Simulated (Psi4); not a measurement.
C$_{6}$H$_{11}$ (SMILES [CH]1CCCCC1), doublet, at a GFN2-xTB geometry; MP2/6-31G** in Psi4.

Here is a job for Psi4.
```
memory 2 GB

molecule mol {
0 2
  C     0.194782   -1.253250    0.665104
  C     1.293552   -0.652661   -0.115397
  C     1.204595    0.891972   -0.145725
  C    -0.245227    1.387065   -0.066103
  C    -1.220776    0.336667   -0.590214
  C    -1.198946   -0.870883    0.345565
  H     0.387703   -1.979630    1.433500
  H     2.264216   -0.961031    0.274769
  H     1.236935   -1.005049   -1.156406
  H     1.769935    1.299821    0.693459
  H     1.673905    1.252430   -1.063023
  H    -0.350384    2.315766   -0.629855
  H    -0.503618    1.600676    0.973480
  H    -2.229431    0.750980   -0.642848
  H    -0.929662    0.037240   -1.598519
  H    -1.743940   -1.710693   -0.113674
  H    -1.743533   -0.633975    1.269741
}

set basis 6-31g**
set reference uhf
set freeze_core true
set mp2_type conv
set scf_type pk
set puream true
set d_convergence 1e-8

energy('mp2')
print_variables()
```

It wrote (shortened):

```
   => Loading Basis Set <=

    Name: 6-31G**
    Role: ORBITAL
    Keyword: BASIS

         ---------------------------------------------------------
                                   SCF
               by Justin Turney, Rob Parrish, Andy Simmonett
                          and Daniel G. A. Smith
                              UHF Reference
         ---------------------------------------------------------

  ==> Geometry <==

    Molecular point group: c1
    Full point group: C1

    Geometry (in Angstrom), charge = 0, multiplicity = 2:

       Center              X                  Y                   Z               Mass
    ------------   -----------------  -----------------  -----------------  -----------------
         C            0.192777182949    -1.241707971707     0.658424097713    12.000000000000
         C            1.291547182949    -0.641118971707    -0.122076902287    12.000000000000
         C            1.202590182949     0.903514028293    -0.152404902287    12.000000000000
         C           -0.247231817051     1.398607028293    -0.072782902287    12.000000000000
         C           -1.222780817051     0.348209028293    -0.596893902287    12.000000000000
         C           -1.200950817051    -0.859340971707     0.338885097713    12.000000000000
         H            0.385698182949    -1.968087971707     1.426820097713     1.007825032230
         H            2.262211182949    -0.949488971707     0.268089097713     1.007825032230
         H            1.234930182949    -0.993506971707    -1.163085902287     1.007825032230
         H            1.767930182949     1.311363028293     0.686779097713     1.007825032230
         H            1.671900182949     1.263972028293    -1.069702902287     1.007825032230
         H           -0.352388817051     2.327308028293    -0.636534902287     1.007825032230
         H           -0.505622817051     1.612218028293     0.966800097713     1.007825032230
         H           -2.231435817051     0.762522028293    -0.649527902287     1.007825032230
         H           -0.931666817051     0.048782028293    -1.605198902287     1.007825032230
         H           -1.745944817051    -1.699150971707    -0.120353902287     1.007825032230
         H           -1.745537817051    -0.622432971707     1.263061097713     1.007825032230

  Running in c1 symmetry.

  Rotational constants: A =      0.15543  B =      0.14364  C =      0.08712 [cm^-1]
[...]
  @UHF Final Energy:  -233.58718012095676
    Total Energy =                       -233.5871801209567593
  DIE_IF_NOT_CONVERGED          => (empty)
[...]
  WFN                           => (empty)
  WFN_TYPE                      => OMP2            !
  WRITER_FILE_LABEL             => (empty)
  ZORA_BASIS_TOLERANCE          => (empty)
  ZORA_NR_DEBUG                 => (empty)
  ZORA_PRUNING_SCHEME           => (empty)
  ZORA_RADIAL_POINTS            => (empty)
  ZORA_SPHERICAL_POINTS         => (empty)

 ==============================================================================
 ==============================================================================
 ==============================================================================

                             MP2
                    Program Written by Ugur Bozkaya,
              Additional Contributions by J. P. Misiewicz

 ==============================================================================
 ==============================================================================
 ==============================================================================

	MO spaces per irreps...

	IRREP   FC   AOCC  BOCC  AVIR    BVIR  FV
	==========================================
	   A     6    18    17   115    116     0
	==========================================

	Computing MP2 energy using SCF MOs (Canonical MP2)...
	==============================================================================
	Nuclear Repulsion Energy (a.u.)    :   247.14686167676325
	SCF Energy (a.u.)                  :  -233.58718012095676
	REF Energy (a.u.)                  :  -233.58718012095676
	Alpha-Alpha Contribution (a.u.)    :    -0.09998532261715
	Alpha-Beta Contribution (a.u.)     :    -0.63239248858409
	Beta-Beta Contribution (a.u.)      :    -0.08994215902546
	Scaled_SS Correlation Energy (a.u.):    -0.06330916054754
	Scaled_OS Correlation Energy (a.u.):    -0.75887098630091
	SCS-MP2 Total Energy (a.u.)        :  -234.40936026780523
	SOS-MP2 Total Energy (a.u.)        :  -234.34605110725767
	SCSN-MP2 Total Energy (a.u.)       :  -233.92145248864773
	SCS-MP2-VDW Total Energy (a.u.)    :  -234.49160624716569
	SOS-PI-MP2 Total Energy (a.u.)     :  -234.47252960497448
	MP2 Correlation Energy (a.u.)      :    -0.82231997022670
	MP2 Total Energy (a.u.)            :  -234.40950009118345
	==============================================================================

  Variable Map:
  ----------------------------------------------------------------------------
[...]
  Array Variable Map:
  ----------------------------------------------------------------------------
[...]
[...]
```
